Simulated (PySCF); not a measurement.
Geometries of 2 isomers of CH9ClSi4, from PBE0-D3(BJ)/def2-SVP geometry optimisation, gas phase (PySCF 2.14.0). One conformer each, no zero-point energy, no frequencies.

Problem. Which is lower in electronic energy at this level?
A.
```xyz
15
angstrom
C     -1.607   -1.655   -0.659
Si    -0.719   -0.670    0.679
Si    -0.731    1.682    0.332
Si     1.617    1.684   -0.024
Si     1.623   -0.666    0.292
Cl     1.989   -1.673   -1.505
H     -1.212   -1.370   -1.645
H     -2.691   -1.467   -0.644
H     -1.430   -2.733   -0.525
H     -1.129   -1.082    2.060
H     -1.154    2.493    1.516
H     -1.520    2.108   -0.867
H      2.380    2.435    1.023
H      2.058    2.120   -1.385
H      2.555   -1.219    1.322
```
B.
```xyz
15
angstrom
Cl     1.508   -0.787    1.740
C      2.261   -0.181    0.225
Si     0.849    0.354   -0.935
Si    -0.779   -1.362   -0.950
Si    -1.904   -0.270    0.823
Si    -0.658    1.680    0.319
H      2.870   -0.996   -0.191
H      2.927    0.651    0.496
H      1.432    0.865   -2.216
H     -1.613   -1.275   -2.193
H     -0.307   -2.770   -0.776
H     -3.383   -0.131    0.630
H     -1.639   -0.844    2.175
H     -0.096    2.511    1.428
H     -1.460    2.558   -0.593
```

Solution. A. That is `C[Si@@H]1[SiH2][SiH2][Si@@H]1Cl`, 35.0 kcal/mol below the other.

| SMILES | atoms numbered as above | E (Eh) | relative (kcal/mol) | relative (kJ/mol) | dipole (D) |
| --- | --- | --- | --- | --- | --- |
| C[Si@@H]1[SiH2][SiH2][Si@@H]1Cl | [CH3:1][Si@@H:2]1[SiH2:3][SiH2:4][Si@@H:5]1[Cl:6] | -1660.53615 | 0.0 | 0.0 | 1.34 |
| ClC[SiH]1[SiH2][SiH2][SiH2]1 | [Cl:1][CH2:2][SiH:3]1[SiH2:4][SiH2:5][SiH2:6]1 | -1660.48032 | 35.0 | 146.6 | 1.60 |
